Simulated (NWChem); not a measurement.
A series in which one site is exchanged, each optimised at PBE0/def2-SVP with NWChem, gas phase unless a solvent is named. Some are not confirmed as minima by frequencies. def2 effective core potentials on Cd, Te; no spin-orbit coupling.

A: [SiH3][Cd][F] (CdSiH$_{3}$F; site = Cd)
B: [F][Be][SiH3] (BeSiH3F; site = Be)
C: F[Te][SiH3] (SiH$_{3}$TeF; site = Te)
D: [F][Zn][SiH3] (ZnSiH₃F; site = Zn)

Task: Rank them by static polarisability, PBE/def2-SVPD (bohr³), lowest first.

Result: B (49.8), D (58.2), A (65.5), C (74.5)
